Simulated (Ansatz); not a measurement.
Ideal-gas functions of BBrFH3Si (`FB([SiH3])Br`) at 600 K and 1 bar, from an Ansatz frequency run at PBE0-D4/def2-TZVP.

Molar mass 140.82 g/mol, point group Cs (symmetry number 1), electronic degeneracy 1, moments of inertia 93.009, 283.641, 370.764 u Å². Harmonic wavenumbers (cm⁻¹, unscaled): 43, 134, 295, 325, 405, 560, 612, 822, 910, 933, 938, 1321, 2224, 2232, 2237.

Use S(trans) = R[1.5 ln M + 2.5 ln T − 1.1517]; rotational temperatures θ = 24.2544 K / I; S(rot) = R[ln(√π/σ · √(T³/θAθBθC)) + 1.5]; for each mode x = 1.438777 ν̃/T, S = R[x/(eˣ − 1) − ln(1 − e⁻ˣ)] and H = RT x/(eˣ − 1); 1 cm⁻¹ = 0.0119627 kJ/mol; R = 8.31446 J/(mol·K).

Problem. By hand: the entropy, in J/(mol·K).

Solution. Translation 185.1. Rotation: θ = 0.2608, 0.0855, 0.0654 K, giving 124.2. Vibration, mode by mode: 27.21, 17.79, 11.36, 10.59, 8.88, 6.46, 5.83, 3.90, 3.30, 3.16, 3.13, 1.52, 0.26, 0.25, 0.25, in all 103.9. Electronic 0.0. Sum 413.2 J/(mol·K).

Problem. By hand: H − E and G − E in kJ/mol, counted from the electronic energy.

Solution. Zero-point energy ½ × 13991 × 0.0119627 = 83.7; thermal vibration 29.9; translation, rotation and pV give 4 RT = 20.0. H − E = 133.6 kJ/mol, and G − E = 133.6 − 600 × 413.2/1000 = -114.3 kJ/mol.

Vibration gives 25 % of the entropy, 45.0 J/(mol·K) of it from the modes under 150 cm⁻¹: soft modes count most, and the harmonic formula is weakest for them.
